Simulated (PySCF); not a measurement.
# Electronic structure of Ne (neon, neutral) at the UHF level

Configuration: [He] 2s1 2p6 3s1, high-spin 3S determinant (an excited configuration). All numbers are calculated (PySCF 2.14, the non-relativistic Hamiltonian (point nucleus), in aug-cc-pVTZ with one added diffuse shell each of s, p, d, f type (6s5p4d3f, 62 functions)).

```
Total energy                                     : -126.896928 hartree
One-electron energy                              : -176.6833 hartree
Hartree (Coulomb) energy                         : 61.1909 hartree
Exchange energy                                  : -11.4045 hartree
Kinetic energy                                   : 126.83429 hartree
⟨S²⟩                                             : 2.0055
⟨L²⟩                                             : 0.000
Sum of ⟨r⟩                                       : 10.83 bohr
Sum of ⟨r²⟩                                      : 28.57 bohr²
Density at the nucleus (Gaussians lack the cusp) : 583 bohr⁻³
Spin density at the nucleus                      : 18.3 bohr⁻³
Langevin diamagnetic susceptibility              : -22.6 ×10⁻⁶ cm³/mol
```

```csv
shell,electrons,mean orbital energy (hartree),"rms radius, mean of both spins (bohr)"
1s α,1,-33.41943,0.183
1s β,1,-33.29045,0.183
2s α,1,-2.50457,0.932
2p α,3,-1.40691,1.01
2p β,3,-1.16671,1.01
3s α,1,-0.17517,4.64
```

The outer electron is Rydberg-like, and this basis confines it to a smaller radius and binds it less than a complete one would.
